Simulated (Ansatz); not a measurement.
`NC(S)CC=O` + `BCl` → `O=CCBCl` + `NCS`  (formal exchange of groups at a C–C bond)

Isolated molecules relaxed with PBE0-D4/def2-TZVP in Ansatz; ΔE leaves out vibrations. CCSD(T)/CBS adds triple-zeta CCSD(T) − MP2 to the extrapolated MP2 energy (def2 sets, frozen cores). This one scheme is used for every species. Functionals use def2-TZVPP. One conformer a species, not always the lowest.

| level | ΔE (kJ/mol) | difference from CCSD(T)/CBS |
| --- | --- | --- |
| r2SCAN-D4 | -45.6 | -7.3 |
| ωB97X-V | -40.1 | -1.8 |
| ωB97M-V | -41.9 | -3.6 |
| PBE | -50.9 | -12.6 |
| r2SCAN | -46.9 | -8.6 |
| SCS-MP2/def2-TZVPP | -34.7 | 3.6 |
| HF/def2-QZVPP | -46.0 | -7.7 |
| MP2/def2-QZVPP | -36.2 | 2.1 |
| SCS-MP2/def2-QZVPP | -36.2 | 2.1 |
| HF/CBS(def2) | -46.2 | -7.9 |
| CCSD(T)/CBS | -38.3 | 0 |

Largest T1 diagnostic among the species: 0.014.

The D4 term adds +7.4 kJ/mol with B3LYP and +4.1 kJ/mol with PBE0; it sums over pairs of atoms, weighted by their polarisabilities, and B3LYP, whose exchange is more repulsive, gets the larger term. In def2-TZVPP, CCSD(T) changes the Hartree–Fock value by +9.0 kJ/mol (the triples alone add +2.2 kJ/mol) and MP2 by +10.4 kJ/mol.

B3LYP here is the variant with VWN-RPA as its local correlation; programs differ in this.
